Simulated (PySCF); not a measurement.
5-fluorocyclopenta-1,3-diene (C5H5F), SMILES C1C(C=CC=1)F.

Coordinates come from a PBE-D3(BJ)/def2-SVP optimisation. The values are those of a single conformer.

Computed with PBE-D3(BJ)/def2-SVP in PySCF 2.14.0.

Harmonic, unscaled wavenumbers; measured fundamentals usually lie a few per cent lower.

```csv
mode,ν (cm⁻¹),IR (km/mol),moving atoms (share of kinetic energy)
1,185,0.0,"C 54 %, F 30 %, H 16 %"
2,322,1.1,"C 41 %, F 35 %, H 23 %"
3,534,0.0,"C 67 %, H 29 %"
4,545,8.4,"C 42 %, F 37 %, H 21 %"
5,656,27.3,"H 58 %, C 35 %"
6,689,0.6,"H 70 %, C 29 %"
7,768,2.3,"C 86 %, H 14 %"
8,815,47.9,"C 66 %, H 33 %"
9,865,18.0,"C 65 %, H 34 %"
10,928,2.0,"H 78 %, C 22 %"
11,934,0.2,"H 71 %, C 29 %"
12,979,5.6,"C 65 %, H 33 %"
13,1019,12.2,"H 73 %, C 27 %"
14,1035,20.1,"H 81 %, C 13 %"
15,1052,9.3,"H 85 %, C 15 %"
16,1145,66.9,"C 48 %, H 32 %, F 20 %"
17,1192,0.9,"H 53 %, C 47 %"
18,1267,26.4,"H 70 %, C 29 %"
19,1267,0.3,"C 54 %, H 46 %"
20,1348,36.2,"C 58 %, H 41 %"
21,1547,3.6,C 94 %
22,1616,0.3,"C 90 %, H 10 %"
23,2874,15.2,H 93 %
24,3138,6.6,"H 92 %, C 8 %"
25,3149,6.9,"H 92 %, C 8 %"
26,3174,1.8,"H 91 %, C 9 %"
27,3177,0.3,"H 90 %, C 10 %"
```
